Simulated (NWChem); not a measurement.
System: CHBr₂F; SMILES FC(Br)Br

```xyz
5

F      1.8744    -0.1814     0.0000
C      0.6806     0.4314     0.0000
Br    -0.3108    -0.0355     1.6209
Br    -0.3108    -0.0355    -1.6209
H      0.8017     1.5306     0.0000
```
Atoms are numbered in this order, from 1.

Computed with NWChem. Structure relaxed at the PBE-D3(BJ)/def2-SVP level.

**Question.** Predict the results for TPSS/aug-pcseg-1. Quantities: highest occupied level (eV); orbital gap (eV); dipole (D).

**Answer.** The highest occupied level (eV) comes out as -7.32 and the orbital gap (eV) comes out as 4.71. The dipole (D) is 1.11.
